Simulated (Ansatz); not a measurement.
CH$_{6}$NOSi, SMILES `C[N][SiH2]O` radical, relaxed with UKS PBE0-D4/def2-TZVP in the Gaussian-basis code of Ansatz from a PBE-D4/def2-SVP geometry. The force threshold is 0.005 eV/Å; the program also tests the step.

Charge 0, multiplicity 2.

Start:

```xyz
10

C    -0.648   -1.479    0.329
N    -0.329   -0.368   -0.494
Si    0.552    1.057    0.037
O     0.622    2.105   -1.269
H    -1.166   -1.187    1.280
H     0.280   -2.001    0.684
H    -1.276   -2.237   -0.191
H    -0.156    1.718    1.196
H     1.946    0.671    0.471
H     0.173    1.720   -2.043
```

**Question.** How much energy does the relaxation release, and in how many steps? (Best estimate.)

**Answer.** Ansatz gave: 7.19 kJ/mol, in 24 steps, 5 of them rejected.

**Question.** Which bonds change most? (Best estimate.)

**Answer.** Ansatz gave: Si3–O4 from 1.675 to 1.638 Å; Si3–H8 from 1.510 to 1.486 Å; N2–Si3 from 1.757 to 1.733 Å; C1–H5 from 1.121 to 1.100 Å.

**Question.** Give the relaxed structure. (Best estimate.)

**Answer.** The calculation gave: 
```xyz
10

C    -0.650   -1.488    0.378
N    -0.273   -0.450   -0.512
Si    0.477    1.025    0.003
O     0.366    2.149   -1.184
H    -1.119   -1.135    1.309
H     0.256   -2.035    0.690
H    -1.308   -2.217   -0.105
H    -0.171    1.635    1.192
H     1.894    0.669    0.307
H     0.529    1.848   -2.079
```
